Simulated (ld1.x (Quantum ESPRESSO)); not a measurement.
**Tm (Z = 69): excitation energies, all-electron against TM**

Tm, norm-conserving Troullier–Martins (Kleinman–Bylander form), made with ld1.x (Quantum ESPRESSO) 7.5 (PBEsol, fully relativistic). Core [Kr] 4d10 5s2, reference 4f13 5p6 5d0 6s2 6p0. Waves: 6s (bound): rc 3.40 bohr; 5d (bound, empty): rc 2.10 bohr; 4f (bound): rc 1.20 bohr; 5p (bound): rc 1.95 bohr. Local part: the p channel. Core correction: Bessel-smoothed model core inside 1.20 bohr.

Open shells are filled in proportion to 2j + 1 (rel_dist='average').

Energies are relative to the spin-unpolarised reference configuration 4f13 5p6 5d0 6s2 6p0; without spin polarisation the order of configurations can differ from experiment. Not all tests gave a result: 2 of 7 tests not solved or not reliable. Left out of the table: 4f13 5p6 5d0 6s1 6p1 (solver errors, printed error -4511 eV); 4f13 5p5 5d0 6s2 6p0 (solver errors, printed error -4142 eV). The p channel is local and has no spin–orbit splitting in the pseudo-atom.

```tsv
valence configuration	charge	ΔE all-electron (eV)	error AE − PS (meV)
4f13 5p6 5d0 6s1 6p0	+1	6.475	-3.4
4f13 5p6 5d0 6s0 6p0	+2	18.460	-21
4f12 5p6 5d0 6s0 6p0	+3	44.829	+54
4f13 5p6 5d0 6s0 6p2	0	5.893	+50
4f13 5p6 5d0.5 6s1.5 6p0	0	1.548	-1.4
```

Levels in the configuration 4f12 5p6 5d0 6s0 6p0:

| level | all-electron (eV) | pseudo (eV) |
| --- | --- | --- |
| 4f j=5/2 | -36.447 | -36.524 |
| 4f j=7/2 | -35.173 | -35.246 |
| 5p j=1/2 | -60.732 | -56.413 |
| 5p j=3/2 | -54.447 | -56.413 |

These tests converged, but a pseudo level misses the all-electron one widely, so the file describes the atom poorly there or has found another state: 4f13 5p6 5d0 6s1 6p0: 5p by 4.0 eV; 4f13 5p6 5d0 6s0 6p0: 5p by 4.1 eV; 4f12 5p6 5d0 6s0 6p0: 5p by 4.3 eV (a node warning on the way); 4f13 5p6 5d0 6s0 6p2: 5p by 4.2 eV; 4f13 5p6 5d0.5 6s1.5 6p0: 5p by 4.0 eV.

A Bessel basis up to 400 Ry misses an occupied level by 0.38 Ry, so cutoffs and ghosts were not judged. The potential misses its own reference levels by up to 4.0 eV, so it is not fit for use.
